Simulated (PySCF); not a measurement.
TiCl₃: from structure and modes to constants

These are results of UPBE0/[Ti def2-SVP, Cl def2-SVP], no relativity, density fitting, PySCF, not measurements.

The doublet minimum has D3h symmetry. Masses (u): Ti 47.94795, Cl 34.96885.

```xyz
4
charge 0 multiplicity 2, angstrom
Ti    0.0000    0.0000    0.0000
Cl    2.1847    0.0000    0.0000
Cl   -1.0923    1.8920    0.0000
Cl   -1.0923   -1.8920    0.0000
```

Harmonic wavenumbers (cm⁻¹): 79.4 (a2'', ×1), 100.3 (e', ×2), 367.1 (a1', ×1), 506.2 (e', ×2).

Q: Find the principal moments of inertia and the rotational constants. What kind of rotor is it?

A: About the centre of mass I = 250.34, 250.34, 500.69 u Å². With B = 16.8576/I this gives 0.06734, 0.06734, 0.03367 cm⁻¹. The molecule is an oblate symmetric top.

Q: What is the harmonic zero-point energy?

A: Half the sum of all 6 wavenumbers, 1659/2 = 830 cm⁻¹, which is 9.9 kJ/mol (1 cm⁻¹ = 0.0119627 kJ/mol).

Q: Find the vibrational entropy and heat capacity at 298.15 K.

A: With u = 1.43878 ω/T, each mode gives S = R[u/(eᵘ−1) − ln(1−e⁻ᵘ)] and C = R u² eᵘ/(eᵘ−1)².
| ω (cm⁻¹) | u | S (J/(mol K)) | C (J/(mol K)) |
| --- | --- | --- | --- |
| 79.4 | 0.383 | 16.34 | 8.21 |
| 100.3 (×2) | 0.484 | 14.43 | 8.15 |
| 367.1 | 1.771 | 4.57 | 6.44 |
| 506.2 (×2) | 2.443 | 2.69 | 5.17 |
The sums over all modes are S = 55.2 and C = 41.3 J/(mol K); the softest mode gives 30 % of the entropy (each member, where degenerate).

Q: Give the standard entropy (298.15 K, 1 bar) by its translational, rotational, vibrational and spin parts, and Cp.

A: Sackur–Tetrode with M = 152.85 u gives 171.6; rotation with symmetry number 6 gives 105.4; vibration 55.2; spin R ln 2 = 5.8. The total is 337.9 J/(mol K), and Cp = 4 R + 41.3 = 74.6 J/(mol K).

Only a few start shapes were tried, so a lower isomer may exist. Other spin states or occupations of the open shell can lie lower.
